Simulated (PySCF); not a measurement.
**Cost of excited-state runs on SMILES BC[C@@H]1C=C[C@H]1C#C, C₇H₉B**

Geometry (Å), atoms numbered from 1 in this order:
```xyz
17

B    -2.0414    1.2960    0.8196
C    -1.6878   -0.1113    0.2226
C    -0.2979   -0.2604   -0.3874
C     0.1713   -1.6627   -0.6866
C     1.1914   -1.6221    0.1618
C     0.8972   -0.2103    0.6254
C     1.9193    0.7689    0.3568
C     2.7786    1.5645    0.1065
H    -3.0676    1.4368    1.3629
H    -1.3034    2.1968    0.7220
H    -1.8221   -0.8866    0.9852
H    -2.4310   -0.3557   -0.5456
H    -0.1697    0.4347   -1.2200
H    -0.2209   -2.4113   -1.3516
H     1.9764   -2.3013    0.4413
H     0.5739   -0.1350    1.6674
H     3.5268    2.2711   -0.0968
```

PySCF with density fitting, on 1 thread of an Arm Neoverse N1, shared host. Command: `OMP_NUM_THREADS=1 python excited_run.py task.json out`

How long does each of these runs take, and how much memory?
- magnetisability and related constants, B97-2/pcSseg-1; isotopologues; writes grids
- magnetisability and related constants, wB97X-D/6-31G; guess sap


```csv
run,level,basis functions,wall time,peak memory (GiB)
magnetisability and related constants,B97-2/pcSseg-1,181,56 s,0.81
magnetisability and related constants,wB97X-D/6-31G,90,30 s,0.61
```
Times from a shared host are rough.
